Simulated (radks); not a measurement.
Q: Valence configurations of Nd IV (all share [Xe]). All-electron calculation, scalar-relativistic Kohn-Sham, r2SCAN, spin-polarised, spherical densities, finite nucleus; open shells are filled with parallel spins first (spin-orbit coupling, left out, can overturn this in heavy ions); meta-GGA in the generalised Kohn-Sham scheme; Fermi nuclear charge, rms radius 4.9123 fm. Program: a radial shooting solver on a logarithmic mesh with Libxc functionals. Order these by energy: 4f1 5d1 6s1; 4f1 5d2; 4f2 5d1; 4f1 6s2; 4f2 6p1; 4f3; 4f1 5d1 6p1; 4f1 6s1 6p1; 4f2 6s1; 6s2 6p1.

A: From the lowest, in eV above it: 4f3 0.000; 4f2 5d1 9.763; 4f2 6s1 13.949; 4f2 6p1 19.112; 4f1 5d2 24.137; 4f1 5d1 6s1 29.613; 4f1 5d1 6p1 35.135; 4f1 6s2 36.753; 4f1 6s1 6p1 40.852; 6s2 6p1 73.508. NIST lists [Xe] 4f3 as the ground configuration; this level of theory agrees among the configurations tried. The energies are those of spherical high-spin densities, not of single terms.
